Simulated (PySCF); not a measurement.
Computed with M06-2X/def2-TZVP // B3LYP-D3(BJ)/def2-TZVP in PySCF. All species are isolated molecules in the gas phase. 

Reference species (SMILES): `[GaH3]` (neutral, multiplicity 1).

```
Property         Result
-------------  --------
HOMO           -9.71 eV
LUMO           -1.26 eV
HOMO–LUMO gap   8.45 eV
```

After one change: the HOMO is nearly the same; the LUMO drops by 0.04 eV; the HOMO–LUMO gap falls by 0.03 eV.

Question: Which change was made? The new species is one of these.
A. `[Cl][GaH][Cl]`
B. `[Cl][GaH2]`
C. `[Cl][Ga]([Cl])[Cl]`

Answer: B, `[Cl][GaH2]`
